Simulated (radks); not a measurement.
Ionisation of neutral samarium, [Xe] 4f6 6s2, to [Xe] 4f6 6s1 as the strength of local exchange is varied. Method: scalar-relativistic Kohn-Sham, Slater X-alpha exchange (alpha = 2/3 is LDA exchange), no correlation, spin-polarised, spherical densities, finite nucleus; open shells are filled with parallel spins first (spin-orbit coupling, left out, can overturn this in heavy ions); Fermi nuclear charge, rms radius 5.0819 fm; computed with a radial shooting solver on a logarithmic mesh with Libxc functionals.

| alpha | E(Sm) (hartree) | exchange (hartree) | IE (eV) | -e of the level emptied (eV) | <r> of it (bohr) |
|---|---|---|---|---|---|
| 0.667 | -10413.5510 | -222.2173 | 4.709 | 2.742 (6s) | 4.528 |
| 0.714 | -10429.2774 | -238.2599 | 4.891 | 2.935 (6s) | 4.466 |
| 0.899 | -10491.4243 | -301.8773 | 5.658 | 3.754 (6s) | 4.234 |
| 0.916 | -10497.1545 | -307.7608 | 5.733 | 3.834 (6s) | 4.213 |
| 0.947 | -10507.6122 | -318.5058 | 5.869 | 3.981 (6s) | 4.177 |
| 0.993 | -10523.1500 | -334.4885 | 6.075 | 4.204 (6s) | 4.124 |
| 1.028 | -10534.9882 | -346.6802 | 6.235 | 4.377 (6s) | 4.085 |

NIST Atomic Spectra Database: 5.644 eV (measured). The Delta-SCF value meets it near alpha = 0.90. Open shells are spherical and high-spin; term and fine-structure splittings are not resolved. Spin-orbit splitting is averaged out at the scalar-relativistic level.
